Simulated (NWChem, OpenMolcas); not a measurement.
**The same job for OpenMolcas**

This NWChem 7.3.0 job computes BBrF2 (SMILES FB(F)Br):

geom.xyz:
```
4
BBrF2 PBE0
F     -0.215650    -1.366490    -0.109870
B     -0.127940    -0.063330    -0.022770
F     -1.212420     0.659630    -0.144250
Br     1.556010     0.770190     0.276890
```

geom.nw:
```
start geom
title "BBrF2 PBE0"
memory 2200 mb
charge 0

geometry units angstroms noautosym nocenter noautoz
load geom.xyz
end

basis "ao basis" spherical bse
F library aug-cc-pVDZ
B library aug-cc-pVDZ
Br library aug-cc-pVDZ
end

dft
xc pbe0
grid fine
convergence energy 1e-08
iterations 100
mulliken
end

task dft gradient
```

```bash
$ nwchem geom.nw > geom.out
```

The shape is that of a PBE0-D4/def2-TZVP optimisation.

It gives a total energy of -2798.321861 Eh.

Question: Write the same calculation for OpenMolcas 26.06 as an input file of the program's own.

Answer: This input was run:

struct.xyz:
```
4

F     -0.215650    -1.366490    -0.109870
B     -0.127940    -0.063330    -0.022770
F     -1.212420     0.659630    -0.144250
Br     1.556010     0.770190     0.276890
```

run.inp:
```
>>> EXPORT MOLCAS_PRINT=2

&GATEWAY
 BASLIB=$CurrDir
 COORD=struct.xyz
 BASIS=aug-cc-pVDZ
 GROUP=NoSym

&SEWARD
 GRIDINPUT
 Grid=UltraFine
 End of Grid

&SCF
 KSDFT=PBE0
 THRESHOLDS=1e-10 1e-07 1e-07 1e-05
 PRORBITALS=1 2

&ALASKA
```

```bash
$ export MOLCAS_MEM=1860
$ pymolcas run.inp > run.log
```

(Basis files named in the input come from the Basis Set Exchange and aren't shown.)

Its energy is -2798.321855 Eh, 0.006 mEh from the first.
